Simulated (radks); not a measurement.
The numbers below are computed, except where a source is named.
The oxygen anion O-, [He] 2s2 2p5, held by a Watson sphere: a shell of charge +1 at radius R that stands for the Madelung well of a crystal (potential energy -1/R inside, -1/r outside, in hartree with lengths in bohr). Level of theory: non-relativistic Kohn-Sham, LDA (Slater exchange, Perdew-Wang correlation), spin-polarised, spherical densities, point nucleus; open shells are filled with parallel spins first (a radial shooting solver on a logarithmic mesh with Libxc functionals). Response by self-consistent Sternheimer equations with the Hartree and adiabatic LDA kernel. The sphere does not respond.

| R (bohr) | e(2s down) (eV) | e(2p up) (eV) | e(2p down) (eV) | <r> 2p (bohr) | sum of <r^2> (bohr^2) | X-ray form factor at sin(theta)/lambda = 0.3 1/angstrom | alpha (bohr^3) |
|---|---|---|---|---|---|---|---|
| 1.65 | -22.723 | -9.594 | -8.327 | 1.373 | 15.48 | 4.192 | 8.324 |
| 2.48 | -20.407 | -7.595 | -6.376 | 1.481 | 17.72 | 4.088 | 13.26 |
| 2.62 | -20.093 | -7.306 | -6.089 | 1.496 | 18.02 | 4.082 | 14.23 |
| 3.12 | -19.122 | -6.389 | -5.175 | 1.542 | 18.99 | 4.072 | 17.97 |
| 3.8 | -18.094 | -5.394 | -4.175 | 1.592 | 20.05 | 4.068 | 23.65 |
| 3.96 | -17.890 | -5.195 | -3.974 | 1.602 | 20.27 | 4.068 | 25.08 |
